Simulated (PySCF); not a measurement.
Radial density of Zn+ (zinc, charge +1)

PBE, [Ar] 3d10 4s1, 2S determinant. Calculation: PySCF 2.14, in aug-cc-pVDZ-DK; the spin-free X2C one-electron Hamiltonian (Gaussian nucleus).

```json
{"r (bohr)": "0.000893", "4πr²ρ (e/bohr)": "0.2896", "4πr²(ρα − ρβ)": "0.0001"}
{"r (bohr)": "0.00150", "4πr²ρ (e/bohr)": "0.7205", "4πr²(ρα − ρβ)": "0.0003"}
{"r (bohr)": "0.00253", "4πr²ρ (e/bohr)": "1.754", "4πr²(ρα − ρβ)": "0.0008"}
{"r (bohr)": "0.00425", "4πr²ρ (e/bohr)": "4.117", "4πr²(ρα − ρβ)": "0.0018"}
{"r (bohr)": "0.00715", "4πr²ρ (e/bohr)": "9.102", "4πr²(ρα − ρβ)": "0.0040"}
{"r (bohr)": "0.0120", "4πr²ρ (e/bohr)": "18.09", "4πr²(ρα − ρβ)": "0.0078"}
{"r (bohr)": "0.0202", "4πr²ρ (e/bohr)": "29.93", "4πr²(ρα − ρβ)": "0.0117"}
{"r (bohr)": "0.0340", "4πr²ρ (e/bohr)": "36.70", "4πr²(ρα − ρβ)": "0.0099"}
{"r (bohr)": "0.0572", "4πr²ρ (e/bohr)": "31.39", "4πr²(ρα − ρβ)": "-0.0003"}
{"r (bohr)": "0.0963", "4πr²ρ (e/bohr)": "31.72", "4πr²(ρα − ρβ)": "0.0083"}
{"r (bohr)": "0.162", "4πr²ρ (e/bohr)": "42.06", "4πr²(ρα − ρβ)": "0.0245"}
{"r (bohr)": "0.272", "4πr²ρ (e/bohr)": "24.91", "4πr²(ρα − ρβ)": "-0.0379"}
{"r (bohr)": "0.458", "4πr²ρ (e/bohr)": "22.22", "4πr²(ρα − ρβ)": "0.0049"}
{"r (bohr)": "0.771", "4πr²ρ (e/bohr)": "19.75", "4πr²(ρα − ρβ)": "-0.0382"}
{"r (bohr)": "1.30", "4πr²ρ (e/bohr)": "5.204", "4πr²(ρα − ρβ)": "0.2516"}
{"r (bohr)": "2.18", "4πr²ρ (e/bohr)": "1.098", "4πr²(ρα − ρβ)": "0.5040"}
{"r (bohr)": "3.67", "4πr²ρ (e/bohr)": "0.1703", "4πr²(ρα − ρβ)": "0.1413"}
{"r (bohr)": "6.17", "4πr²ρ (e/bohr)": "0.001941", "4πr²(ρα − ρβ)": "0.0019"}
{"r (bohr)": "10.4", "4πr²ρ (e/bohr)": "5.003e-05", "4πr²(ρα − ρβ)": "0.0000"}
```

Densities and radii are taken from the X2C orbitals without a picture-change correction, which distorts them close to the nucleus.

(1) Where is the radial spin density 4πr²(ρα − ρβ) most negative, and why is it negative at all?

## Answers

(1) Around r = 0.771 bohr, down to -0.0382 e/bohr: exchange with the open shell polarises the paired shells in an unrestricted calculation.
